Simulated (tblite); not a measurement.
Species: C₂H₇ClSi.
Bonds: Si1–C2, C2–C3, C3–Cl4. Hydrogens: H5, H6, H7 on Si1; H8, H9 on C2; H10, H11 on C3.

Computed with GFN2-xTB (tblite), gas phase: nudged elastic band of 9 images (0 to 8), spring 0.2 eV/Å², climbing image at the end, force threshold 0.05 eV/Å. No saddle search or frequency run followed, so the top image need not be a first-order saddle, and its height can exceed the method's true barrier by a kcal/mol or more.

The band describes a rotation about C2–C3 (sp3 carbon bound to silicon, sp3 C–Cl carbon), followed by the dihedral Si1–C2–C3–Cl4, from the optimised start (180°) to a second optimised geometry at -54°.

Q: How does the energy change from image to image?

A: 
| image | dihedral (°) | E (eV) | C2–C3 (Å) | Si1···Cl4 (Å) | largest true force (eV/Å) |
| --- | --- | --- | --- | --- | --- |
| 0 | 180 | 0.000 | 1.510 | 4.48 | 0.01 |
| 1 | -165 | 0.019 | 1.512 | 4.46 | 0.05 |
| 2 | -149 | 0.068 | 1.518 | 4.40 | 0.07 |
| 3 | -133 | 0.118 | 1.524 | 4.29 | 0.05 |
| 4 | -117 | 0.137 | 1.527 | 4.13 | 0.04 |
| 5 | -101 | 0.112 | 1.525 | 3.93 | 0.05 |
| 6 | -86 | 0.060 | 1.520 | 3.71 | 0.06 |
| 7 | -69 | 0.017 | 1.516 | 3.47 | 0.05 |
| 8 | -54 | 0.004 | 1.513 | 3.29 | 0.01 |

Barriers of this band. The top is image 4 at -117°: 0.137 eV forward and 0.133 eV back; the end lies 0.004 eV above the start. The central bond is 0.017 Å longer at the top than at the start.

Q: What rate follows at 350 K for crossing this barrier forward?

A: Taking the electronic barrier for the free energy of activation (no zero-point or entropy terms, transmission 1), rate = (kT/h)·exp(−ΔE/kT) ≈ 8 × 10^10 s⁻¹, whose inverse is 1 × 10^-11 s. An error of 1 kcal/mol in the barrier changes this by a factor of 4, and the method and the loose band can each miss by that much or more.

Q: How long is the path, and how are the images spaced?

A: Cartesian distances between aligned neighbours (all atoms, Å): 0.50, 0.52, 0.53, 0.52, 0.53, 0.53, 0.56, 0.81; the sum is 4.49 Å, and the top lies 46 % of the way along.

The cost below is that of the whole band run. On one thread of an Arm Neoverse V2, shared host with 96 logical CPUs at a one-minute load of 61, this took 1.4 s wall and 0.18 GiB of memory at its peak.
